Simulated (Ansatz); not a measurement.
Cartesian coordinates in Å:
```
O -1.704 0.724 1.098
C -0.583 0.518 0.317
Al 0.003 1.189 -1.446
Al 0.811 -0.759 -0.212
O 1.306 -2.291 0.325
H -1.708 0.088 1.818
H 0.350 1.118 0.686
H -0.525 2.194 -2.566
H 2.050 -2.781 -0.019
```

The species carries charge 0 and has multiplicity 1.

**Question.** List the PBE0/def2-TZVPP orbital energies in eV (Ansatz). (Estimate.)

**Answer.** The calculation gave: Occupied: -1527.75, -1527.60, -522.96, -522.29, -279.16, -113.60, -113.45, -73.69, -73.56, -73.52, -73.50, -73.41, -73.37, -28.90, -27.30, -18.58, -14.85, -14.06, -11.86, -11.49, -10.08, -10.01, -9.37, -7.76, -6.88, -5.98. Lowest empty: -1.51, -0.96, -0.16, 0.36, 0.85, 1.60, 1.88, 2.08.
